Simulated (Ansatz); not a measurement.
Several settings on one geometry of CrNCl₃ (that of the charge 0 singlet, PBE0-D4/def2-SVP). Ansatz on 4 threads of AMD EPYC 9B45 on a shared host; times are rough.

```xyz
5

Cr    0.000    0.000    0.046
N     0.007   -0.013    1.520
Cl    2.027    0.009   -0.531
Cl   -1.021    1.760   -0.503
Cl   -1.013   -1.756   -0.533
```

Totals from different functionals, basis sets or treatments of relativity can't be compared as stabilities.

DK, ANO-RCC and x2c sets are all-electron and run with scalar relativity unless a key says otherwise.

Scalar relativity in a set contracted without it gives distorted totals.

(1) Give the basis size and estimate the energy, ⟨S²⟩, dipole and time of these runs.

```json
{"run": "1", "method": "RKS revPBE0/def2-TZVP", "charge": "0", "state": "singlet", "further keys": "final_grid: {core_spheres: 8, valence_spheres: 7, degree: 23}; scf: {omitted_lower_state_checks: [starts]}; forces asked"}
{"run": "2", "method": "UKS revPBE0/cc-pVTZ-DK", "charge": "0", "state": "singlet", "further keys": "point_charges: [{charge: 1.00, position_ang: [6.267, 0.911, -0.086]}]; forces asked"}
{"run": "3", "method": "UKS ωB97/aug-cc-pVDZ", "charge": "0", "state": "singlet", "further keys": "pseudopotentials: {relativity: scalar}; scf: {lower_state_search: light}; forces asked"}
```

## Answers

(1) 
```tsv
run	functions	energy (Eh)	⟨S²⟩	dipole (D)	wall time
1	187	-2479.5862	–	0.25	1.3 s
2	200	-2490.2712	0.00	1.84	9 s
3	163	-2489.0144	0.00	0.15	15 s
```

The restricted singlet is unstable towards broken spin symmetry at other levels; at RKS revPBE0/def2-TZVP this wasn't settled.
